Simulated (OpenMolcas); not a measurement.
Ag2+ (d9) among equal point charges was computed by CASSCF with the d shell active (OpenMolcas, ANO-RCC-VTZP on the metal). Its lowest spin-free states, and all those of the highest spin:

| 2S+1 | Degeneracy | E (cm-1) |
| --- | --- | --- |
| 2 | 2 | 0.0 |
| 2 | 3 | 2347 |

Question: Is the site octahedral, tetrahedral or cube-like, axial, or of lower symmetry?

Answer: The states with 2S+1 = 2 have orbital degeneracies 2, 3. Threefold states need a cubic site. For d9 at this spin an octahedron puts the twofold E below the threefold T2 and a tetrahedron or cube puts the threefold T2 below the twofold E, so the site is octahedral. The first gap at this spin, 2350 cm-1, is |10Dq| in ligand-field theory. The run had Ag2+ among 6 point charges of -0.98 e arranged as an octahedron (Oh), 2.2 Å from the ion.

An orbital doublet at a regular site is open to a Jahn-Teller distortion, which this geometry leaves out. The ground term spreads over less than 5000 cm-1, several times less than with real ligands, so orbital moments are less quenched and χT lies further from the spin-only value than at real sites. Point charges carry no covalency, so the field is a model and not that of real ligands. No measured value stands beside these numbers.
